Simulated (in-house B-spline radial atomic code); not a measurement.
Orbital energies and mean radii along the 21-electron series, configuration [Ar] 3d3. The effective charge is n√(-2ε), a non-relativistic measure. Computed with an all-electron radial atomic-structure program (B-spline basis): Dirac-Hartree-Fock, average of the configuration, finite nuclei.

| ion | Z | energy of 3d3/2 (Eh) | mean radius of 3d3/2 (bohr) | energy of 2p3/2 (Eh) | mean radius of 2p3/2 (bohr) | energy of 3p3/2 (Eh) | mean radius of 3p3/2 (bohr) | effective charge of 3d3/2 |
| --- | --- | --- | --- | --- | --- | --- | --- | --- |
| V2+ | 23 | -1.0598 | 1.2948 | -20.601 | 0.27384 | -2.6309 | 1.0209 | 4.3677 |
| Cr3+ | 24 | ? | ? | ? | ? | ? | ? | ? |
| Mn4+ | 25 | -2.6366 | 0.9603 | -27.032 | 0.24717 | -4.5556 | 0.8755 | 6.889 |
| Fe5+ | 26 | ? | ? | ? | ? | ? | ? | ? |
| Co6+ | 27 | -4.7148 | 0.78428 | -34.54 | 0.22516 | -6.9842 | 0.76496 | 9.2123 |

Fill in the row of Cr3+.

energy of 3d3/2 (Eh): -1.7823; mean radius of 3d3/2 (bohr): 1.0941; energy of 2p3/2 (Eh): -23.677; mean radius of 2p3/2 (bohr): 0.25983; energy of 3p3/2 (Eh): -3.5261; mean radius of 3p3/2 (bohr): 0.94324; effective charge of 3d3/2: 5.664.

Fill in the row of Fe5+.

energy of 3d3/2 (Eh): -3.6153; mean radius of 3d3/2 (bohr): 0.86155; energy of 2p3/2 (Eh): -30.654; mean radius of 2p3/2 (bohr): 0.23566; energy of 3p3/2 (Eh): -5.7098; mean radius of 3p3/2 (bohr): 0.81654; effective charge of 3d3/2: 8.067.

How does the screening of 3d3/2 change?

Z less the effective charge goes from 18.63 at Z = 23 to 17.79 at Z = 27.
